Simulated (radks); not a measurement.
Fractional charge and spin in the 5s shell of europium: the spin-up occupation runs from 0 to 1 and the spin-down occupation from 0 to 1; the fullest corner is Eu3+, [Kr] 4d10 4f(up 3, down 3) 5p6 5s(up 1, down 1). Calculated with a radial shooting solver on a logarithmic mesh with Libxc functionals: scalar-relativistic Kohn-Sham, PBE, spin-polarised, spherical densities, point nucleus. Energy (eV) minus the two flat planes that join the four corners (they meet along the diagonal where the two added fractions sum to one electron); zero is where a piecewise linear energy would lie.

\begin{tabular}{lrrr}
down \ up & 0 & 0.5 & 1 \\ \hline
0 & 0.000 & -1.884 & 0.000 \\
0.5 & -1.884 & 0.254 & -1.805 \\
1 & 0.000 & -1.805 & 0.000 \\
\end{tabular}

Corners above the fullest one (they belong to Eu4+ and the next ion): (up 1, down 0) 80.020 eV, (up 0, down 1) 80.020 eV, (up 0, down 0) 175.82 eV. With half an added electron in each spin the energy lies 0.254 eV from the planes, and with half an added electron in spin up alone -1.884 eV. The planes are only a guide here: the flat-plane condition holds for ground states with one frontier orbital, while this shell lies below other occupied shells, so the corners above the fullest one are inner-hole states and not the ground states of those ions.
